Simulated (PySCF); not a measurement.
Stepwise substitution at one centre (In F-Cl). Isolated molecules, 0 K electronic values unless said otherwise. Strings in code marks are SMILES.

These are PBE0-D4/def2-TZVP (PySCF) values and carry that method's errors. All candidates: neutral, multiplicity 1. Delta-SCF ions had no search for a lower state. Excitations are Tamm–Dancoff values on a coarser integration grid. The basis has no diffuse functions, so Rydberg states are missing or too high.

- HOMO–LUMO gap: 6.64 eV
- vertical ionisation energy (Delta-SCF): 11.79 eV
- S1 excitation (TDA): 5.24 eV

**Question.** Identify which member has these values.
A. `[F][In]([Cl])[Cl]`
B. `[Cl][In]([Cl])[Cl]`
C. `[F][In]([F])[F]`
D. `[F][In]([F])[Cl]`

**Answer.** A, `[F][In]([Cl])[Cl]`. The others give `[F][In]([F])[F]`: 7.73 eV, 13.54 eV, 6.15 eV; `[Cl][In]([Cl])[Cl]`: 6.57 eV, 11.42 eV, 5.18 eV; `[F][In]([F])[Cl]`: 6.72 eV, 12.40 eV, 5.28 eV
